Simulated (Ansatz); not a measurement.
Consider the formal exchange of groups at a B–C bond: `CC(C)BO` + `[GaH2][GeH3]` → `O[BH][GaH][GeH3]` + `CCC`.

Program: Ansatz. Geometries: PBE0-D4/def2-TZVP. ΔE: electronic, gas phase. CCSD(T)/CBS is the MP2 limit (def2-TZVPP, def2-QZVPP) plus CCSD(T) − MP2 in def2-TZVPP, frozen cores. DFT in def2-TZVPP. For Ga, Ge outer-core shells are correlated without core-valence functions, which leaves a few kJ/mol of doubt a bond. Scalar relativity is left out up to krypton. One conformer a species, not always the lowest.

`CC(C)BO`:

```xyz
14

C     1.379    0.253    0.545
C     0.054   -0.312    0.028
C    -1.049   -0.124    1.071
B    -0.348    0.404   -1.314
O    -0.504   -0.236   -2.497
H     2.199    0.091   -0.160
H     1.660   -0.213    1.494
H     1.301    1.330    0.717
H     0.184   -1.391   -0.144
H    -0.772   -0.591    2.022
H    -1.999   -0.560    0.751
H    -1.223    0.939    1.265
H    -0.539    1.591   -1.343
H    -0.343   -1.182   -2.434
```

`[GaH2][GeH3]`:

Cartesian coordinates in Å:
```
Ga -0.451 -1.285 0.374
Ge 0.316 0.950 -0.251
H -1.674 -1.939 -0.367
H 0.283 -2.100 1.500
H 1.062 1.670 0.888
H 1.300 0.842 -1.435
H -0.836 1.863 -0.710
```

`O[BH][GaH][GeH3]`:

```xyz
10

O    -0.714   -0.060    2.606
B    -1.242   -0.323    1.388
Ga   -0.531    0.732   -0.281
Ge    1.376   -0.035   -1.628
H    -1.080   -0.599    3.314
H    -2.091   -1.180    1.298
H    -1.200    2.058   -0.818
H     2.002   -1.357   -1.140
H     2.506    1.016   -1.636
H     0.974   -0.251   -3.103
```

`CCC`:

Cartesian coordinates in Å:
```
C -0.876 -0.472 -0.814
C -0.076 0.602 -0.095
C 0.932 0.026 0.884
H -1.433 -1.089 -0.103
H -0.219 -1.138 -1.380
H -1.595 -0.039 -1.514
H 0.444 1.224 -0.832
H -0.760 1.273 0.436
H 1.497 0.811 1.391
H 1.649 -0.624 0.373
H 0.435 -0.575 1.652
```

```
  level  ΔE (kJ/mol)
BLYP-D4          7.4
PBE0-D4         10.3
```

Question: What does CCSD(T)/CBS give? (An estimate is asked.)

Answer: Computed: +11.0 kJ/mol. The listed levels differ from it by -3.6, -0.7 kJ/mol.

Largest T1 diagnostic among the species: 0.014.

At CCSD(T), def2-SVP lies +8.8 kJ/mol from the extrapolated value and def2-TZVPP +2.2 kJ/mol. Leaving LDA and LC-ωPBE aside and taking each functional with its dispersion term where it has one, the values, not all of them listed here, spread over 14.1 kJ/mol, from PBE-D4 to B97M-V. LDA lies +11.1 kJ/mol from PBE without D4.
